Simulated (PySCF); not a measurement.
## Converging GeH⁺ in the basis (PBE0)

PySCF, UKS reference; singlet, unpaired electrons none; De to Ge⁺ + H without counterpoise correction.

| basis | relativity | functions | Re (Å) | ωe (cm⁻¹) | De (eV) | μ (D) |
| --- | --- | --- | --- | --- | --- | --- |
| cc-pVDZ-PP/cc-pVDZ | scalar-relativistic core potentials | 28 | 1.597 | 1997 | 2.95 | 0.37 |
| cc-pVTZ-PP/cc-pVTZ | scalar-relativistic core potentials | 53 | 1.589 | 1995 | 2.98 | 0.37 |
| def2-TZVPPD | no relativity | 71 | 1.589 | 2010 | 3.02 | 0.47 |

Task: How does each smaller set differ from the one with most functions, def2-TZVPPD?

Result: cc-pVDZ-PP/cc-pVDZ: +0.8 pm, -0.6 % in ωe, -0.07 eV in De; cc-pVTZ-PP/cc-pVTZ: +0.0 pm, -0.7 % in ωe, -0.04 eV in De. All at PBE0; the set with most functions is neither the basis-set limit nor always the best. The rows treat relativity differently, so the differences are not basis effects alone.

A positive dipole points towards H; it is taken about the centre of mass and depends on that origin. For an ion De counts to the pair picked by the measured ionisation energies or electron affinities, which need not be the lowest pair at this level.
